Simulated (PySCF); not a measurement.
PySCF job for OSe, SMILES [Se]=O (connectivity only; charge and spin as stated), neutral, multiplicity 3, IEF-PCM-B3LYP/def2-TZVPD. The structure is a stationary point at PBE0-D3(BJ)/def2-TZVP.

```python
import numpy as np
from pyscf import gto, scf, dft
from pyscf.solvent import pcm

mol = gto.M(
    atom='''
    O     0.00000000    0.00000000   -1.32184696
    Se    0.00000000    0.00000000    0.31102282
    ''',
    basis='def2-TZVPD',
    charge=0,
    spin=2,
    max_memory=1600,
    verbose=3,
)
mf = dft.UKS(mol, xc='b3lyp').density_fit(auxbasis='def2-universal-jkfit')
mf.grids.level = 3
mf.conv_tol = 1e-9
mf.max_cycle = 100
mf.kernel()
fine, coarse = mf.grids, dft.Grids(mol).set(level=1).build(with_non0tab=True)
for _ in range(3):  # follow internal instabilities
    mf.grids = coarse
    mo, _, stable, _ = mf.stability(return_status=True, nroots=4)
    mf.grids = fine
    if stable:
        break
    mf.kernel(mf.make_rdm1(mo, mf.mo_occ))
res = {}
for name, eps in {'water': 78.355, 'dimethylsulfoxide': 46.826, 'N,N-dimethylformamide': 37.219}.items():
    s = mf.PCM()
    s.with_solvent.method, s.with_solvent.eps, s.with_solvent.lebedev_order = 'IEF-PCM', eps, 29
    s.kernel(mf.make_rdm1())
    res[name] = (s.e_tot, eps, s.dip_moment(), s.mo_energy, s.converged)
    print(f'{name}: electrostatic solvation free energy {(s.e_tot - mf.e_tot) * 627.509474:.3f} kcal/mol')
```

Output:

```

WARN: HOMO -0.21946495795109 >= LUMO -0.219464957951134

converged SCF energy = -2476.79315750698  <S^2> = 2.0093908  2S+1 = 3.006254
<class 'pyscf.df.df_jk.DFUKS'> wavefunction is stable in the internal stability analysis

WARN: PCM is an experimental feature. It is still in testing.
Features and APIs may be changed in the future.

converged SCF energy = -2476.79749698921  <S^2> = 2.0088153  2S+1 = 3.0058711
Dipole moment(X, Y, Z, Debye): -0.00000,  0.00000,  2.94639
water: electrostatic solvation free energy -2.723 kcal/mol

WARN: PCM is an experimental feature. It is still in testing.
Features and APIs may be changed in the future.

converged SCF energy = -2476.79742983254  <S^2> = 2.0088241  2S+1 = 3.005877
Dipole moment(X, Y, Z, Debye): -0.00000, -0.00000,  2.93300
dimethylsulfoxide: electrostatic solvation free energy -2.681 kcal/mol

WARN: PCM is an experimental feature. It is still in testing.
Features and APIs may be changed in the future.

converged SCF energy = -2476.79738724008  <S^2> = 2.0088296  2S+1 = 3.0058807
Dipole moment(X, Y, Z, Debye):  0.00000,  0.00000,  2.92451
N,N-dimethylformamide: electrostatic solvation free energy -2.654 kcal/mol
```

The calculation finished and met its thresholds.
